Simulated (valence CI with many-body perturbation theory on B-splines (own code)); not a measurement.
**Pr⁵²⁺: calculated level list**

Computed by relativistic CI+MBPT: five valence electrons over a frozen Dirac-Fock core [He], radial functions for each j: 9 s, 9 p, 8 d, 6 f, 3 g, 1 h, with the one-electron correlation potential Σ1, the two-electron term Σ2, the three-electron term Σ3, Breit, model QED; selected CI, second order for the rest, scaled by the run's own slope (own B-spline code, finite nucleus).

No measured spectrum was set against this ion. As an estimate, large intervals hold to a few tenths of a per cent, small ones and those within an open d or f shell to about a per cent. Among the levels kept, up to 4000 cm⁻¹ of a level comes from second order outside the variational space, and about a tenth of that is noise between levels of different J, which matters for small intervals.

Levels 1 to 45 of 62, with energies above the lowest level, (2s^2 2p1/2^2 2p3/2) J=3/2. "Leading %" is the weight of the configuration and term that name the level; weights of strongly mixed levels are sums over their largest components and can fall short, so below about 35 % the name and the second component can differ from the true leading terms, or belong to a minority configuration. In the jj column 3d3/2^4 stands for four electrons in 3d with j = 3/2. Lifetimes count E1, E2, E3, M1 and M2 decay at the calculated energies, and are blank where another channel may lead or the interval is too uncertain; long ones can be off by a factor of two.

```tsv
No.	Configuration	Term	J	E (Ry)	Leading %	Second component	Lifetime	Leading jj
1	2s2 2p3	2P°	3/2	0.00	47	27 % 2s2 2p3 2D°		2s^2 2p1/2^2 2p3/2 (100 %)
2	2s2 2p3	4S°	3/2	35.69	55	45 % 2s2 2p3 2D°	883 ps	2s^2 2p1/2 2p3/2^2 (100 %)
3	2s2 2p3	2D°	5/2	37.25	100		5.16 ns	2s^2 2p1/2 2p3/2^2 (100 %)
4	2s2 2p3	2P°	1/2	39.90	100		1.42 ns	2s^2 2p1/2 2p3/2^2 (100 %)
5	2s 2p4	4P	5/2	53.84	73	27 % 2s 2p4 2D	2.46 ps	2s 2p1/2^2 2p3/2^2 (100 %)
6	2s 2p4	2S	1/2	59.55	62	30 % 2s 2p4 4P	626 fs	2s 2p1/2^2 2p3/2^2 (99 %)
7	2s 2p4	2P	3/2	59.66	47	36 % 2s 2p4 2D	357 fs	2s 2p1/2^2 2p3/2^2 (99 %)
8	2s2 2p3	2P°	3/2	75.69	52	28 % 2s2 2p3 2D°	296 ps	2s^2 2p3/2^3 (99 %)
9	2s 2p4	4P	3/2	91.12	82	13 % 2s 2p4 2D	735 fs	2s 2p1/2 2p3/2^3 (99 %)
10	2s 2p4	2D	5/2	93.70	73	27 % 2s 2p4 4P	728 fs	2s 2p1/2 2p3/2^3 (100 %)
11	2s 2p4	2P	1/2	96.88	62	36 % 2s 2p4 4P	280 fs	2s 2p1/2 2p3/2^3 (98 %)
12	2s 2p4	2D	3/2	97.65	51	48 % 2s 2p4 2P	280 fs	2s 2p1/2 2p3/2^3 (100 %)
13	2p5	2P°	3/2	117.69	99		245 fs	2p1/2^2 2p3/2^3 (99 %)
14	2s 2p4	2S	1/2	133.82	36	34 % 2s 2p4 4P	324 fs	2s 2p3/2^4 (99 %)
15	2p5	2P°	1/2	155.09	100		182 fs	2p1/2 2p3/2^4 (100 %)
16	2s2 2p2 3s	4P	1/2	405.54	47	30 % 2s2 2p2 3s 2S	13.6 fs	2s^2 2p1/2^2 3s (100 %)
17	2s2 2p2 3p	2P°	1/2	411.03	45	39 % 2s2 2p2 3p 4D°	1.24 ps	2s^2 2p1/2^2 3p1/2 (100 %)
18	2s2 2p2 3p	2P°	3/2	422.59	33	21 % 2s2 2p2 3p 4D°	1.28 ps	2s^2 2p1/2^2 3p3/2 (99 %)
19	2s2 2p2 3d	2D	3/2	427.76	41	34 % 2s2 2p2 3d 4F	10.0 fs	2s^2 2p1/2^2 3d3/2 (100 %)
20	2s2 2p2 3d	2D	5/2	431.40	34	19 % 2s2 2p2 3d 4D	1.87 fs	2s^2 2p1/2^2 3d5/2 (99 %)
21	2s2 2p2 3s	4P	3/2	441.83	88	10 % 2s2 2p2 3s 2P	19.5 fs	2s^2 2p1/2 2p3/2 3s (100 %)
22	2s2 2p2 3s	2P	1/2	442.41	67	33 % 2s2 2p2 3s 4P	9.17 fs	2s^2 2p1/2 2p3/2 3s (100 %)
23	2s2 2p2 3s	2D	5/2	443.14	63	36 % 2s2 2p2 3s 4P	18.8 fs	2s^2 2p1/2 2p3/2 3s (99 %)
24	2s2 2p2 3s	2D	3/2	443.51	63	35 % 2s2 2p2 3s 2P	9.75 fs	2s^2 2p1/2 2p3/2 3s (100 %)
25	2s2 2p2 3p	4P°	1/2	447.27	47	28 % 2s2 2p2 3p 4D°	1.74 ps	2s^2 2p1/2 2p3/2 3p1/2 (100 %)
26	2s2 2p2 3p	4D°	3/2	447.70	56	22 % 2s2 2p2 3p 2D°	1.70 ps	2s^2 2p1/2 2p3/2 3p1/2 (100 %)
27	2s2 2p2 3p	2F°	5/2	448.62	47	31 % 2s2 2p2 3p 2D°	1.26 ps	2s^2 2p1/2 2p3/2 3p1/2 (99 %)
28	2s2 2p2 3p	2P°	3/2	450.70	42	26 % 2s2 2p2 3p 2D°	510 fs	2s^2 2p1/2 2p3/2 3p1/2 (99 %)
29	2s 2p3 3s	4P°	5/2	456.83	31	20 % 2s 2p3 3s 6S°	42.1 fs	2s 2p1/2^2 2p3/2 3s (65 %)
30	2s2 2p2 3p	2P°	1/2	458.44	34	32 % 2s2 2p2 3p 4P°	396 fs	2s^2 2p1/2 2p3/2 3p3/2 (97 %)
31	2s 2p3 3s	2P°	3/2	458.66	22	20 % 2s 2p3 3s 4S°	14.7 fs	2s 2p1/2^2 2p3/2 3s (71 %)
32	2s2 2p2 3p	2D°	3/2	458.97	52	25 % 2s2 2p2 3p 4P°	480 fs	2s^2 2p1/2 2p3/2 3p3/2 (98 %)
33	2s2 2p2 3p	4D°	5/2	458.99	39	18 % 2s2 2p2 3p 4P°	77.5 fs	2s^2 2p1/2 2p3/2 3p3/2 (68 %)
34	2s2 2p2 3p	2F°	7/2	459.49	63	37 % 2s2 2p2 3p 4D°	1.21 ps	2s^2 2p1/2 2p3/2 3p3/2 (100 %)
35	2s2 2p2 3p	4S°	3/2	460.73	22	16 % 2s2 2p2 3p 2P°	41.5 fs	2s^2 2p1/2 2p3/2 3p3/2 (67 %)
36	2s2 2p2 3p	2D°	5/2	461.11	61	17 % 2s2 2p2 3p 2F°	699 fs	2s^2 2p1/2 2p3/2 3p3/2 (96 %)
37	2s2 2p2 3p	2P°	1/2	461.67	66	8 % 2s 2p3 3s 4D°	36.7 fs	2s^2 2p1/2 2p3/2 3p3/2 (75 %)
38	2s 2p3 3p	4P	3/2	463.46	26	23 % 2s 2p3 3p 6P	5.80 fs	2s 2p1/2^2 2p3/2 3p1/2 (90 %)
39	2s 2p3 3p	2D	5/2	463.49	22	16 % 2s 2p3 3p 4D	2.91 fs	2s 2p1/2^2 2p3/2 3p1/2 (88 %)
40	2s 2p3 3s	2P°	3/2	463.64	32	18 % 2s 2p3 3s 2D°	24.8 fs	2s 2p1/2^2 2p3/2 3s (93 %)
41	2s 2p3 3s	4D°	1/2	463.67	26	20 % 2s 2p3 3s 2P°	15.4 fs	2s 2p1/2^2 2p3/2 3s (72 %)
42	2s2 2p2 3d	4F	3/2	464.21	40	25 % 2s2 2p2 3d 2P	7.65 fs	2s^2 2p1/2 2p3/2 3d3/2 (92 %)
43	2s2 2p2 3d	4F	5/2	464.36	49	40 % 2s2 2p2 3d 2F	31.2 fs	2s^2 2p1/2 2p3/2 3d3/2 (94 %)
44	2s2 2p2 3d	4D	1/2	464.47	79	14 % 2s2 2p2 3d 2P	10.1 fs	2s^2 2p1/2 2p3/2 3d3/2 (100 %)
45	2s2 2p2 3d	2G	7/2	465.36	49	25 % 2s2 2p2 3d 2F	562 fs	2s^2 2p1/2 2p3/2 3d3/2 (96 %)
```

The ionisation energy to 2s2 2p2 3P_0 of the next ion comes out as 10176 eV (NIST: 10175 ± 4 eV (theoretical)). All 62 levels together are meant to be complete up to 477.01 Ry.
